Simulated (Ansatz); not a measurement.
**What each rung costs, and what it gives**

The pair of NH₃ (SMILES N, atoms 1–4) and CH₃I (SMILES CI, atoms 5–9), both closed shells, in one local arrangement (a lower one may exist), relaxed at PBE0-D4/def2-TZVP:

N1  (-0.018, 0.097, -1.773)
H2  (0.711, -0.559, -1.515)
H3  (-0.658, -0.394, -2.386)
H4  (0.418, 0.829, -2.320)
C5  (-0.270, 0.161, 1.599)
I6  (1.342, -1.236, 1.600)
H7  (0.061, 1.034, 2.152)
H8  (-0.476, 0.387, 0.554)
H9  (-1.111, -0.319, 2.089)
(Å)

Interaction energies are counterpoise-corrected; the time is that of the whole pair.

Program: Ansatz 0.2.0. Basis: as named in each row. Cores are frozen in the correlated methods. Filled d shells of the heavier atoms are correlated. Core potentials replace the inner electrons of the atoms past krypton. The def2 sets are not built for correlating such inner shells, so the correlated values are less sure here. B3LYP uses VWN-RPA correlation. Extrapolation: Hartree–Fock as exp(−7.88 √X), correlation as X^−2.97.

Times are rough, for one single point on 4 threads of a shared host (AMD EPYC 9R14).

The estimate by CCSD(T) at an estimated basis limit (MP2 extrapolated from triple and quadruple zeta, plus CCSD(T) − MP2 in triple zeta) is -3.29 kcal/mol.

```csv
method,basis,time (s),interaction energy (kcal/mol),method less estimate
SPW92,def2-SVP,under 1,-6.07,-2.78
PBE-D4,def2-SVP,under 1,-4.36,-1.07
PBE0-D4,def2-SVP,under 1,-4.25,-0.95
PBE-D4,def2-TZVPPD,1,-3.72,-0.43
revPBE-D4,def2-TZVPPD,1,-3.20,0.10
BLYP-D4,def2-TZVPPD,1,-3.20,0.10
PBE0-D4,def2-TZVPPD,2,-3.61,-0.31
B3LYP-D4,def2-TZVPPD,2,-3.37,-0.08
HSE06-D4,def2-TZVPPD,2,-3.60,-0.31
wB97M-V,def2-SVP,2,-3.80,-0.51
CCSD(T),def2-SVP,2,-2.18,1.12
r2SCAN-D4,def2-TZVPPD,2,-3.23,0.07
B2PLYP,def2-TZVPPD,3,-2.34,0.95
wB97X-V,def2-TZVPPD,4,-3.23,0.07
wB97M-V,def2-TZVPPD,4,-3.26,0.04
B97M-V,def2-TZVPPD,4,-3.34,-0.04
MP2,def2-QZVPPD,8,-3.26,0.03
CCSD(T),def2-TZVPPD,73,-2.90,0.39
```

The T1 diagnostic stays at or below 0.009.
